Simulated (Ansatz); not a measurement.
`F[SiH](F)[S][GeH3]` + H₂Se → `[GeH3][SeH]` + `F[SiH](F)S`  (ligand exchange at a Ge–S bond)

Computed with Ansatz on PBE0-D4/def2-TZVP structures; ΔE is electronic, products minus reactants. CCSD(T)/CBS is the MP2 limit (def2-TZVPP, def2-QZVPP) plus CCSD(T) − MP2 in def2-TZVPP, frozen cores. Functionals use def2-TZVPP. B3LYP here is the variant with VWN-RPA as its local correlation; programs differ in this. For Ge, Se outer-core shells are correlated without core-valence functions, which leaves a few kJ/mol of doubt a bond. Scalar relativity is left out up to krypton. Each species was taken in one conformer, which may not be the lowest.

| level | ΔE (kJ/mol) | difference from CCSD(T)/CBS |
| --- | --- | --- |
| PBE-D4 | -2.1 | -0.4 |
| r2SCAN-D4 | -1.7 | 0.0 |
| PBE0-D4 | -2.4 | -0.7 |
| B3LYP-D4 | -1.7 | 0.0 |
| ωB97X-V | -1.6 | 0.1 |
| ωB97M-V | -1.4 | 0.3 |
| B2PLYP | -5.2 | -3.5 |
| PBE0 | -5.9 | -4.2 |
| B3LYP | -7.9 | -6.2 |
| HF/def2-TZVPP | -8.3 | -6.6 |
| MP2/def2-TZVPP | -1.5 | 0.2 |
| SCS-MP2/def2-TZVPP | -2.4 | -0.7 |
| CCSD/def2-TZVPP | -3.6 | -1.9 |
| HF/def2-QZVPP | -8.2 | -6.5 |
| MP2/def2-QZVPP | -1.2 | 0.5 |
| SCS-MP2/def2-QZVPP | -2.0 | -0.3 |
| CCSD(T)/CBS | -1.7 | 0 |

Largest T1 diagnostic among the species: 0.012.

In def2-TZVPP, CCSD(T) changes the Hartree–Fock value by +6.2 kJ/mol (the triples alone add +1.5 kJ/mol) and MP2 by +6.8 kJ/mol. The D4 term adds +6.2 kJ/mol with B3LYP and +3.5 kJ/mol with PBE0; it sums over pairs of atoms, weighted by their polarisabilities, and B3LYP, whose exchange is more repulsive, gets the larger term.
